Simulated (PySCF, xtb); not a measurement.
SnF2, SMILES [F][Sn][F] (connectivity only; charge and spin as stated), neutral, multiplicity 1.

GFN2-xTB in xtb 6.7.1 at its own geometry gives an orbital gap of 4.82 eV and a dipole moment of 6.76 D.

The structure is a stationary point at B3LYP-D3(BJ)/def2-TZVP. The isomer is the one that the SMILES or the coordinates give; other isomers of the formula were not compared. The def2 effective core potentials stand for the cores of Sn; spin–orbit coupling is left out.

Problem. What does PBE0/def2-TZVPD run with PySCF give? (An estimate is asked for; the answer gives what the named calculation found.)

Solution. gap 5.94 eV (levels -8.83 and -2.89 eV), dipole 3.85 D.
